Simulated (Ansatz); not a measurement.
`N=C([SiH3])[SiH3]` and `N=C([SiH3])[SiH2]N` differ in one atom or group.

Ansatz, PBE0-D4/def2-TZVP geometries, multiplicity 1. Each molecule was computed in one conformer, which needn't be the lowest.

```
                                          property  `N=C([SiH3])[SiH3]`
                HOMO energy (PBE0/def2-TZVPP) / eV                -7.00
size of the dipole moment (ωB97M-V/def2-TZVPP) / D                 1.48
                 HOMO energy (PBE/def2-TZVPP) / eV                -5.68
    size of the dipole moment (PBE/def2-TZVPP) / D                 1.34
             LUMO energy (ωB97M-V/def2-TZVPP) / eV                 0.84
               HOMO–LUMO gap (PBE/def2-TZVPP) / eV                 3.21
```

Question: What does the change do to each property? (An estimate is asked.)

Answer: The calculation gave: 
| property | `N=C([SiH3])[SiH2]N` | shift |
| --- | --- | --- |
| HOMO energy (PBE0/def2-TZVPP) / eV | -6.71 | 0.29 |
| size of the dipole moment (ωB97M-V/def2-TZVPP) / D | 0.89 | -0.59 |
| HOMO energy (PBE/def2-TZVPP) / eV | -5.40 | 0.28 |
| size of the dipole moment (PBE/def2-TZVPP) / D | 0.75 | -0.59 |
| LUMO energy (ωB97M-V/def2-TZVPP) / eV | 1.01 | 0.17 |
| HOMO–LUMO gap (PBE/def2-TZVPP) / eV | 3.13 | -0.08 |

With PBE0 the HOMO rises by 0.29 eV and the LUMO rises by 0.18 eV, so the gap narrows by about 0.11 eV. PBE moves the HOMO by 0.28 eV and ωB97M-V by 0.29 eV. Dipoles are sizes alone; their direction can turn.
